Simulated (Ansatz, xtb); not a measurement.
**ClGaH6NSi+: which of two structures lies lower**

Structure I: a singlet given by its coordinates. Structure II: a singlet given by its coordinates. Both are gas-phase species (loosely bound parts included), relaxed with B3LYP-D3(BJ)/def2-SVP.

I (Å):

| atom | x (Å) | y (Å) | z (Å) |
| --- | --- | --- | --- |
| Cl | -0.1270 | -0.0380 | -0.6889 |
| Ga | -2.5462 | 0.1215 | 0.7409 |
| N | -3.2707 | 0.4981 | -1.4457 |
| Si | 1.5175 | -0.4544 | 0.6470 |
| H | -2.8347 | 1.3293 | -1.8603 |
| H | -4.2846 | 0.6362 | -1.5170 |
| H | -3.0393 | -0.2826 | -2.0699 |
| H | 2.0725 | -1.7449 | 0.1880 |
| H | 0.8900 | -0.5301 | 1.9874 |
| H | 2.4380 | 0.6919 | 0.4964 |

Close contacts (Å): Cl1–Ga2 2.81, Cl1–Si4 2.16, Ga2–N3 2.33, N3–H5 1.03, N3–H6 1.03, N3–H7 1.03, Si4–H8 1.48, Si4–H9 1.48, Si4–H10 1.48.

II (Å):

```xyz
10

Cl    0.2715    2.4706    0.3453
Ga    0.3979    0.4420    0.9101
N    -1.2828   -0.4166    0.1755
Si   -1.5880   -0.1430   -1.6655
H    -2.0701    1.2487   -1.7506
H    -2.5799   -1.1705   -2.0473
H    -2.0879   -0.0454    0.6995
H    -1.2690   -1.4236    0.3854
H    -0.2497   -0.3560   -2.2618
H     1.3812   -0.4821    1.6447
```

Close contacts (Å): Cl1–Ga2 2.11, Ga2–N3 2.03, N3–Si4 1.89, Ga2–H10 1.54, N3–H7 1.03, N3–H8 1.03, Si4–H5 1.48, Si4–H6 1.48, Si4–H9 1.48.

Q: Which of the two would you expect CCSD(T)/def2-SVP + ΔMP2/def2-TZVPP electronic energies to favour?

A: Structure I; the calculation gives E(II) − E(I) = +1.97 kcal/mol.

How the difference moves with the method:

```tsv
level	geometry	E(II) − E(I) (kcal/mol)	departure from the last row (kcal/mol)	job, with rough time for the two
B3LYP-D3(BJ)/def2-SVP	B3LYP-D3(BJ)/def2-SVP	+10.29	+8.31	optimisation, 2.5 min
HF/def2-SVP	B3LYP-D3(BJ)/def2-SVP	+2.68	+0.71	part of the CCSD(T) run
MP2/def2-SVP	B3LYP-D3(BJ)/def2-SVP	−2.48	−4.45	part of the CCSD(T) run
CCSD(T)/def2-SVP	B3LYP-D3(BJ)/def2-SVP	+1.32	−0.65	single point
CCSD(T)/def2-SVP + ΔMP2/def2-TZVPP	B3LYP-D3(BJ)/def2-SVP	+1.97		single point, 26 s
```

MP2/def2-SVP puts the two in the other order. The largest departure from CCSD(T)/def2-SVP + ΔMP2/def2-TZVPP is that of B3LYP-D3(BJ)/def2-SVP, 8.31 kcal/mol. Levels run at GFN2-xTB geometries aren't shown. The last row adds to CCSD(T) the change of the MP2 difference between the two basis sets, here +0.65 kcal/mol.

With harmonic frequencies from B3LYP-D3(BJ)/def2-SVP (ideal gas, rigid rotor, one conformer each, 298.15 K, 1 atm): on the last row, ΔE + ΔZPE = +0.72 kcal/mol. A mode under 50 cm⁻¹ makes harmonic enthalpies and free energies unreliable, so none is given.

The correlated steps freeze 20 core orbitals; the filled d shell of Ga is correlated, in a basis made for valence electrons. Programs: Ansatz 0.2.0; the last row on 2 threads of Intel(R) Xeon(R) Platinum 8488C (Sapphire Rapids) on a shared host.
